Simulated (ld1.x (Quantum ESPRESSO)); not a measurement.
# Cd, TM: configuration errors across variants

ld1.x (Quantum ESPRESSO) 7.5 input, shortened:

```
&input
   title='Cd', zed=48., rel=1, dft='PBE', iswitch=3,
   config='[Kr] 4d10 5s1.5 5p0.5'
 /
 &inputp
   pseudotype=2, tm=.true., lloc=0,
   nlcc=.false.
 /
3
4P  2  1   6.00   0.00  1.25  1.25  0.0
4D  3  2  10.00   0.00  1.40  1.40  0.0
4S  1  0   2.00   0.00  1.40  1.40  0.0
 &test
   configts(1)='4s2 4p6 4d10 5s1.5 5p0.5'
 /
```

Occupied shells without a wave of their own: 5p, 5s. They enter only through the test configuration that unscreens the potential.

All-electron excitation energies from the reference (eV): (1) 4s2 4p6 4d10 5s2 5p0 -2.284; (2) 4s2 4p6 4d10 5s1 5p0 6.988; (3) 4s2 4p6 4d10 5s0 5p0 24.114; (4) 4s1 4p6 4d10 5s2 5p0 111.232; (5) 4s2 4p6 4d10 5s0 5p2 7.386; (6) 4s2 4p6 4d10 5s0 5p1 12.767; (7) 4s2 4p6 4d9 5s0 5p0 62.123.

For the base: The 5p, 5s levels have no wave, so the channel is fitted at the deeper level alone: the likely source of the large errors.

On the changes marked as counting shells twice: ld1.x takes every shell without a wave as core, so the model core holds the marked electrons as well and exchange and correlation see them twice. This cancels in the reference configuration, but the file is broken for other ones, and its errors say nothing about a proper core correction.

5 further variants failed, have other tests or another functional or relativity, and are left out.

The file “base” misses its own reference levels by 1.8 eV. The file “core correction full core density, not smoothed (it rises at the typed radius of 1.34 bohr, so ld1.x skipped the fit) (5p, 5s counted twice)” misses its own reference levels by 1.8 eV. The file “wave 4d (bound): rc 1.40 bohr becomes 4d (bound): rc 1.72 bohr” misses its own reference levels by 1.8 eV. The file “local potential all-electron potential smoothed inside 1.20 bohr (lloc = -1)” misses its own reference levels by 1.2 eV. The file “wave 4p (bound): rc 1.25 bohr becomes 4p (bound): rc 1.86 bohr” misses its own reference levels by 1.8 eV.

Errors AE − PS in meV (a dash: test not solved or not reliable):

```tsv
change	(1)	(2)	(3)	(4)	(5)	(6)	(7)	bound ghosts
base	+746	-1294	-4342	+1057	-2534	-3195	-6091	none
core correction full core density, not smoothed (it rises at the typed radius of 1.34 bohr, so ld1.x skipped the fit) (5p, 5s counted twice)	+735	-1394	-4724	+986	-2598	-3285	-6663	none
wave 4d (bound): rc 1.40 bohr becomes 4d (bound): rc 1.72 bohr	+746	-1294	-4344	+1010	-2535	-3196	-6100	none
local potential all-electron potential smoothed inside 1.20 bohr (lloc = -1)	+551	-767	-2828	+990	-1990	-2319	-4123	none
wave 4p (bound): rc 1.25 bohr becomes 4p (bound): rc 1.86 bohr	+714	-1368	-4469	+971	-2368	-3121	-6288	none
```

Problem. Give the same row for: wave 4s (bound): rc 1.40 bohr becomes 4s (bound): rc 1.02 bohr.

Solution. +69, -177, -545, +57, -215, -328, -793; bound ghosts: none.
